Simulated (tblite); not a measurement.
C6H9N3Si.
Numbering: `[CH3:1][SiH:2]([CH3:3])[n:4]1[cH:5][cH:6][c:7]([C:8]#[N:9])[n:10]1` (hydrogens: H11, H12, H13 on C1; H14 on Si2; H15, H16, H17 on C3; H18 on C5; H19 on C6)

Structure used (GFN2-xTB), in Å, numbered top down from 1:
```
atom  x, y, z in Å
C1    -2.2169    0.2693   -1.1215
Si2   -1.3951   -0.2785    0.4946
C3    -1.4674    1.0485    1.8443
N4     0.3278   -0.5251    0.1241
C5     1.1262   -1.6141    0.2088
C6     2.3812   -1.2545   -0.2015
C7     2.2515    0.1173   -0.5293
C8     3.2654    0.9650   -1.0072
N9     4.1172    1.6270   -1.3957
N10    1.0073    0.5269   -0.3227
H11   -3.2825    0.4287   -0.9893
H12   -1.7800    1.2011   -1.4717
H13   -2.0870   -0.4696   -1.9076
H14   -1.8258   -1.6069    0.9521
H15   -0.9153    0.7495    2.7312
H16   -1.0333    1.9785    1.4858
H17   -2.4906    1.2517    2.1444
H18    0.7413   -2.5526    0.5514
H19    3.2660   -1.8531   -0.2683
```

Level: GFN2-xTB in tblite, geometry and Hessian alike; calculated harmonic values, unscaled, isolated species. The method is semi-empirical: single wavenumbers can be off by several per cent or more. Modes of hydrogen on silicon can be 10 to 20 % off. One conformer, not necessarily the lowest.

Problem. How many normal modes are there?

Solution. 19 atoms, non-linear: 3N − 6 = 51.

Problem. What is the point group of the computed structure, and how do the modes divide by symmetry?

Solution. Cs. The vibrations span 31 a′ + 20 a″.

Problem. How many distinct wavenumbers does the calculation give?

Solution. 51: Cs has no degenerate species.

Problem. How many fundamentals are allowed in the infrared by symmetry?

Solution. 51 of 51: in Cs every mode is allowed. All fundamentals are allowed in the Raman spectrum.
